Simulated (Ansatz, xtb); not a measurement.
# C5H7BClF: which of two isomers lies lower

Structure a is `FB[C@@H]1CC=C1CCl`, a singlet and structure b is `C=C/C=C(\F)CBCl`, a singlet. Both are isolated molecules in the gas phase, relaxed with r2SCAN-D4/def2-SVP; each stands in its lowest conformer found.

a (Å):

```yaml
atoms:
  - { symbol: C, position_ang: [-0.2112, -0.4480, 1.0534] }
  - { symbol: C, position_ang: [-1.4605, -0.8827, 1.9167] }
  - { symbol: C, position_ang: [-2.2346, -0.9322, 0.6239] }
  - { symbol: C, position_ang: [-1.1887, -0.5018, -0.1125] }
  - { symbol: C, position_ang: [-0.9479, -0.2346, -1.5458] }
  - { symbol: B, position_ang: [0.8907, -1.5593, 0.9158] }
  - { symbol: Cl, position_ang: [0.4882, -1.2053, -2.1082] }
  - { symbol: F, position_ang: [2.1814, -1.2449, 0.9723] }
  - { symbol: H, position_ang: [0.6004, -2.7330, 0.8273] }
  - { symbol: H, position_ang: [0.2023, 0.5503, 1.2866] }
  - { symbol: H, position_ang: [-1.7783, -0.1045, 2.6312] }
  - { symbol: H, position_ang: [-1.3600, -1.8379, 2.4619] }
  - { symbol: H, position_ang: [-3.2590, -1.2288, 0.3766] }
  - { symbol: H, position_ang: [-1.8045, -0.5191, -2.1727] }
  - { symbol: H, position_ang: [-0.6824, 0.8159, -1.7393] }
```

b (Å):

```yaml
atoms:
  - { symbol: C, position_ang: [1.6151, 1.3488, -2.8190] }
  - { symbol: C, position_ang: [0.9935, 0.3943, -2.1003] }
  - { symbol: C, position_ang: [0.5619, 0.5580, -0.7282] }
  - { symbol: C, position_ang: [-0.0544, -0.3983, -0.0051] }
  - { symbol: C, position_ang: [-0.5635, -0.3175, 1.3891] }
  - { symbol: B, position_ang: [-2.1200, -0.4886, 1.5105] }
  - { symbol: Cl, position_ang: [-2.9404, 0.0748, 2.9566] }
  - { symbol: F, position_ang: [-0.3065, -1.5986, -0.5683] }
  - { symbol: H, position_ang: [1.8343, 2.3327, -2.3900] }
  - { symbol: H, position_ang: [1.9205, 1.1737, -3.8536] }
  - { symbol: H, position_ang: [0.7886, -0.5800, -2.5593] }
  - { symbol: H, position_ang: [0.7454, 1.5158, -0.2305] }
  - { symbol: H, position_ang: [-0.2100, 0.5946, 1.8943] }
  - { symbol: H, position_ang: [-0.1478, -1.1693, 1.9722] }
  - { symbol: H, position_ang: [-2.7942, -1.0202, 0.6680] }
```

Task: Which of the two would you expect CCSD(T)/def2-SVP + ΔMP2/def2-TZVPP electronic energies to favour?

Result: Structure a; the calculation gives E(b) − E(a) = +4.5 kcal/mol.

The same difference at several levels:

| level | geometry | E(b) − E(a) (kcal/mol) | departure from the last row (kcal/mol) | job, with rough time for the two |
| --- | --- | --- | --- | --- |
| r2SCAN-D4/def2-SVP | r2SCAN-D4/def2-SVP | +1.9 | −2.6 | optimisation, 93 s |
| HF/def2-SVP | r2SCAN-D4/def2-SVP | −1.6 | −6.2 | part of the CCSD(T) run |
| MP2/def2-SVP | r2SCAN-D4/def2-SVP | +7.1 | +2.5 | part of the CCSD(T) run |
| CCSD(T)/def2-SVP | r2SCAN-D4/def2-SVP | +3.4 | −1.2 | single point |
| CCSD(T)/def2-SVP + ΔMP2/def2-TZVPP | r2SCAN-D4/def2-SVP | +4.5 |  | single point, 2.9 min |

As drawn, b has 1 C=C, 1 C–F, 1 B–Cl in place of 1 B–F, 2 C–C, 1 C–Cl. Structure a has a 4-membered ring, b no ring.

HF/def2-SVP puts the two in the other order. The largest departure from CCSD(T)/def2-SVP + ΔMP2/def2-TZVPP is that of HF/def2-SVP, 6.2 kcal/mol. Levels run at GFN2-xTB geometries aren't shown. The last row adds to CCSD(T) the change of the MP2 difference between the two basis sets, here +1.2 kcal/mol.

With thermal terms from frequencies at re-optimised GFN2-xTB minima (ideal gas, soft modes damped towards free rotors, one conformer each, 298.15 K, 1 atm): the zero-point term adds −1.6 kcal/mol; ΔH is +3.7 and ΔG +1.8 kcal/mol.

The correlated steps freeze 12 core orbitals. Mirror images aren't counted in ΔG. Programs: Ansatz 0.2.0, xtb 6.7.1; the last row on 2 threads of Intel(R) Xeon(R) Processor @ 2.70GHz on a shared host.
